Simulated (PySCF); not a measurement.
Job for PySCF: R-M06-2X/def2-TZVPP on CH4O2Sn (SMILES C[O][Sn][OH]), a point of a torsion scan. Elements past Kr take the def2 small-core potentials; no spin–orbit coupling.

```python
from pyscf import gto, dft

mol = gto.M(
    atom='''
    C    -1.33290543    0.21687056   -0.41008005
    O    -0.45662311    0.62663228    0.60428682
    Sn    1.22037158    0.19426324    1.66980991
    O     1.82442196   -1.58613423    0.88394268
    H    -2.34878862    0.16103624   -0.01015628
    H    -1.06083173   -0.76313628   -0.81404712
    H    -1.31674342    0.94736497   -1.22308677
    H     1.41787514   -2.08974191    0.18087742
    ''',
    basis='def2-tzvpp',
    ecp={'Sn': 'def2-tzvpp'},
    charge=0, spin=0, verbose=4, max_memory=1800)
mf = dft.RKS(mol, xc='m062x').density_fit(auxbasis='def2-universal-jkfit')
mf.grids.level = 4
mf.conv_tol = 1e-9
mf.max_cycle = 150
mf.kernel()
mf.dip_moment()
```

It printed:

```
PySCF version 2.14.0

[INPUT] verbose = 4
[INPUT] num. atoms = 8
[INPUT] num. electrons = 48
[INPUT] charge = 0
[INPUT] spin (= nelec alpha-beta = 2S) = 0
[INPUT] symmetry False subgroup None
[INPUT] Mole.unit = angstrom
[INPUT] Symbol           X                Y                Z      unit          X                Y                Z       unit  Magmom
[INPUT]  1 C     -1.332905430000   0.216870560000  -0.410080050000 AA   -2.518826212646   0.409825962881  -0.774938983648 Bohr   0.0
[INPUT]  2 O     -0.456623110000   0.626632280000   0.604286820000 AA   -0.862892620047   1.184163390012   1.141936590484 Bohr   0.0
[INPUT]  3 Sn     1.220371580000   0.194263240000   1.669809910000 AA    2.306168056403   0.367104319671   3.155483409985 Bohr   0.0
[INPUT]  4 O      1.824421960000  -1.586134230000   0.883942680000 AA    3.447657840042  -2.997359291498   1.670409575014 Bohr   0.0
[INPUT]  5 H     -2.348788620000   0.161036240000  -0.010156280000 AA   -4.438567216295   0.304314389730  -0.019192587644 Bohr   0.0
[INPUT]  6 H     -1.060831730000  -0.763136280000  -0.814047120000 AA   -2.004681433949  -1.442118564919  -1.538326109291 Bohr   0.0
[INPUT]  7 H     -1.316743420000   0.947364970000  -1.223086770000 AA   -2.488284440123   1.790260333307  -2.311299021879 Bohr   0.0
[INPUT]  8 H      1.417875140000  -2.089741910000   0.180877420000 AA    2.679395693429  -3.949039880925   0.341808785918 Bohr   0.0

nuclear repulsion = 187.395080268447
number of shells = 73
number of NR pGTOs = 293
number of NR cGTOs = 199
basis = def2-tzvpp
ecp = {'Sn': 'def2-tzvpp'}


******** <class 'pyscf.df.df_jk.DFRKS'> ********
method = DFRKS
initial guess = minao
damping factor = 0
level_shift factor = 0
DIIS = <class 'pyscf.scf.diis.CDIIS'>
diis_start_cycle = 1
diis_space = 8
diis_damp = 0
SCF conv_tol = 1e-09
SCF conv_tol_grad = None
SCF max_cycles = 150
direct_scf = False
XC library pyscf.dft.libxc version 7.1.2
    S. Lehtola, C. Steigemann, M. J. T. Oliveira, and M. A. L. Marques,  SoftwareX 7, 1–5 (2018)
XC functionals = m062x
    Y. Zhao and D. G. Truhlar,  Theor. Chem. Acc. 120, 215 (2008)
    Y. Zhao and D. G. Truhlar,  Theor. Chem. Acc. 120, 215 (2008)
radial grids:
    Treutler-Ahlrichs [JCP 102, 346 (1995); DOI:10.1063/1.469408] (M4) radial grids

becke partition: Becke, JCP 88, 2547 (1988); DOI:10.1063/1.454033
pruning grids: <function nwchem_prune>
grids dens level: 4
symmetrized grids: False
atomic radii adjust function: <function treutler_atomic_radii_adjust>
small_rho_cutoff = 0
Set gradient conv threshold to 3.16228e-05
Initial guess from minao.
tot grids = 180088
******** <class 'pyscf.df.df.DF'> ********
auxbasis = def2-universal-jkfit
init E= -368.313072691876
  HOMO = -0.593604942948069  LUMO = -0.541722475883962  gap/eV = 1.41179
cycle= 1 E= -404.087046708349  delta_E= -35.8  |g|=  2.4  |ddm|= 30.9
  HOMO = -0.0588885436247644  LUMO = -0.0145095022328015  gap/eV = 1.20762
cycle= 2 E= -404.385298914015  delta_E= -0.298  |g|= 2.32  |ddm|= 6.97
  HOMO = -0.297039429724169  LUMO = -0.0329404463443588  gap/eV = 7.18650
cycle= 3 E= -405.224569435022  delta_E= -0.839  |g|= 0.285  |ddm|= 2.76
  HOMO = -0.317081975646841  LUMO = -0.0504538939577408  gap/eV = 7.25532
cycle= 4 E= -405.227926201882  delta_E= -0.00336  |g|= 0.278  |ddm|= 0.379
  HOMO = -0.332233819075733  LUMO = -0.049912060709655  gap/eV = 7.68237
cycle= 5 E= -405.241237900807  delta_E= -0.0133  |g|= 0.0298  |ddm|= 0.166
  HOMO = -0.330976859939775  LUMO = -0.0476864091573788  gap/eV = 7.70873
cycle= 6 E= -405.241424419164  delta_E= -0.000187  |g|= 0.0116  |ddm|= 0.0319
  HOMO = -0.330567108280425  LUMO = -0.0471044982191344  gap/eV = 7.71341
cycle= 7 E= -405.241458002644  delta_E= -3.36e-05  |g|= 0.004  |ddm|= 0.0127
  HOMO = -0.331026986807813  LUMO = -0.0472567392630729  gap/eV = 7.72178
cycle= 8 E= -405.241461283606  delta_E= -3.28e-06  |g|= 0.00252  |ddm|= 0.00507
  HOMO = -0.330857389442823  LUMO = -0.0473323333874482  gap/eV = 7.71511
cycle= 9 E= -405.241462744001  delta_E= -1.46e-06  |g|= 0.000299  |ddm|= 0.00221
  HOMO = -0.330829840164867  LUMO = -0.0473273263137912  gap/eV = 7.71450
cycle= 10 E= -405.241462820623  delta_E= -7.66e-08  |g|= 0.000121  |ddm|= 0.000705
  HOMO = -0.330822344494702  LUMO = -0.0473266540118651  gap/eV = 7.71431
cycle= 11 E= -405.24146282927  delta_E= -8.65e-09  |g|= 3.29e-05  |ddm|= 0.000233
  HOMO = -0.330823369557979  LUMO = -0.0473291579482407  gap/eV = 7.71427
cycle= 12 E= -405.241462829806  delta_E= -5.36e-10  |g|= 8.58e-06  |ddm|= 6.19e-05
  HOMO = -0.330822388160827  LUMO = -0.0473293191599495  gap/eV = 7.71424
Extra cycle  E= -405.241462829833  delta_E= -2.66e-11  |g|= 7.76e-06  |ddm|= 1.78e-05
converged SCF energy = -405.241462829833
Dipole moment(X, Y, Z, Debye): -0.22864,  0.42504,  0.10435
```

Self-consistency was reached.

Cost: about 40 core-seconds (a rough figure).
